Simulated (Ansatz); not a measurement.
(1) Predict a relaxed structure of the cluster Ga2P, charge 0, doublet, at B3LYP-D4/def2-TZVP (Ansatz).

Results:

(1) 
Cartesian coordinates in Å:
```
Ga -0.0549 1.7542 0.6041
Ga -0.3990 -1.1818 -1.2753
P 0.4539 -0.5725 0.6712
```
Point group Cs (tolerance 0.1 Å). This is one stationary point.

The relaxation made no stability test and no search for a lower SCF solution. The structure comes from a short search, and lower isomers may exist.
